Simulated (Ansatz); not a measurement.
Isolated molecules relaxed with PBE0-D4/def2-TZVP in Ansatz; ΔE leaves out vibrations. CBS: MP2 limit from def2 TZ/QZ plus the TZ coupled-cluster correction, frozen cores. Functionals use def2-TZVPP. B3LYP here is the variant with VWN-RPA as its local correlation; programs differ in this. One conformer a species, not always the lowest.

Reaction (redistribution): `NBC1BC1` + `NC[SiH2]N` → `NB[SiH2]N` + `NCC1BC1`

Is it downhill or uphill in electronic energy at CCSD(T)/CBS, and by how much? (Estimate.)

Ansatz gave: Uphill: ΔE = +0.86 eV.

What do these levels give: PBE-D4, r2SCAN-D4, B3LYP-D4, ωB97X-V, B2PLYP, PBE, r2SCAN, PBE0, HF/def2-TZVPP, SCS-MP2/def2-TZVPP, CCSD(T)/def2-TZVPP, HF/CBS(def2)? (Estimate.)

Computed: PBE-D4 0.80, r2SCAN-D4 0.89, B3LYP-D4 0.87, ωB97X-V 0.84, B2PLYP 0.88, PBE 0.79, r2SCAN 0.88, PBE0 0.83, HF/def2-TZVPP 0.88, SCS-MP2/def2-TZVPP 0.88, CCSD(T)/def2-TZVPP 0.85, HF/CBS(def2) 0.88 eV.

Largest T1 diagnostic among the species: 0.013.

From PBE to PBE0 (25 % exact exchange), in def2-TZVPP and without D4, ΔE moves by +0.04 eV.
